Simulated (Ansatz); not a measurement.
Ideal-gas functions of `IC(I)I` at 298.15 K and 1 bar, from an Ansatz frequency run at PBE0-D4/def2-TZVP.

Molar mass 393.73 g/mol, point group C3v (symmetry number 3), electronic degeneracy 1, moments of inertia 803.771, 803.776, 1593.995 u Å². Harmonic wavenumbers (cm⁻¹, unscaled): 103, 103, 159, 445, 606, 606, 1097, 1097, 3195.

Use S(trans) = R[1.5 ln M + 2.5 ln T − 1.1517]; rotational temperatures θ = 24.2544 K / I; S(rot) = R[ln(√π/σ · √(T³/θAθBθC)) + 1.5]; for each mode x = 1.438777 ν̃/T, S = R[x/(eˣ − 1) − ln(1 − e⁻ˣ)] and H = RT x/(eˣ − 1); 1 cm⁻¹ = 0.0119627 kJ/mol; R = 8.31446 J/(mol·K).

Question: By hand: the entropy, in J/(mol·K).

Answer: Translation 183.4. Rotation: θ = 0.0302, 0.0302, 0.0152 K, giving 125.7. Vibration, mode by mode: 14.21, 14.21, 10.72, 3.39, 1.84, 1.84, 0.26, 0.26, 0.00, in all 46.7. Electronic 0.0. Sum 355.8 J/(mol·K).

Question: By hand: H − E and G − E in kJ/mol, counted from the electronic energy.

Answer: Zero-point energy ½ × 7411 × 0.0119627 = 44.3; thermal vibration 7.1; translation, rotation and pV give 4 RT = 9.9. H − E = 61.3 kJ/mol, and G − E = 61.3 − 298.15 × 355.8/1000 = -44.8 kJ/mol.

Vibration gives 13 % of the entropy, 28.4 J/(mol·K) of it from the modes under 150 cm⁻¹: soft modes count most, and the harmonic formula is weakest for them.
